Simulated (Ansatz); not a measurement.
`FB1OC[SiH2]1`, 9 atoms. Total charge 0; spin multiplicity 1. All runs use 2 threads of an Arm Neoverse V2 on a shared host. Correlated methods freeze the cores.

Problem. Give the basis size and wall time and peak host memory of each of these runs in Ansatz. RKS PBE0-D4/def2-TZVP frequencies; RHF-CCSD(T)/def2-SVP energy; RKS B3LYP-D4/def2-TZVPP energy and forces; RKS B2PLYP (frozen core)/def2-TZVPP energy; RKS PBE0-D4/def2-TZVP relaxation (6 steps); RKS ωB97M-V/def2-QZVPP energy; RKS PBE0-D4/def2-QZVPP energy; RKS PBE-D4/def2-TZVPP energy and forces; RHF-CCSD(T)/def2-TZVPP energy; direct RPA on PBE orbitals/def2-TZVPP energy; RKS PBE0-D4/def2-SVP energy; RHF-MP2/def2-QZVPP energy. (Best estimate.)

Solution. Computed: Other jobs shared the machine, so times are rough.

```
                                level                   job  functions  wall time  peak host memory (GiB)
                 RKS PBE0-D4/def2-SVP                energy         94      1.1 s                    0.18
                RKS PBE-D4/def2-TZVPP     energy and forces        222      3.1 s                    0.25
                 RHF-CCSD(T)/def2-SVP                energy         94      4.8 s                    0.35
              RKS B3LYP-D4/def2-TZVPP     energy and forces        222      5.5 s                    0.53
direct RPA on PBE orbitals/def2-TZVPP                energy        222        6 s                    0.47
  RKS B2PLYP (frozen core)/def2-TZVPP                energy        222        6 s                    0.52
               RKS PBE0-D4/def2-QZVPP                energy        418      8.5 s                     1.1
               RKS ωB97M-V/def2-QZVPP                energy        418       20 s                     1.4
                   RHF-MP2/def2-QZVPP                energy        418       23 s                     2.2
                RKS PBE0-D4/def2-TZVP  relaxation (6 steps)        185       29 s                    0.42
               RHF-CCSD(T)/def2-TZVPP                energy        222    2.1 min                     3.6
                RKS PBE0-D4/def2-TZVP           frequencies        185    2.5 min                    0.43
```

B3LYP here is the variant with VWN-RPA as its local correlation; programs differ in this.
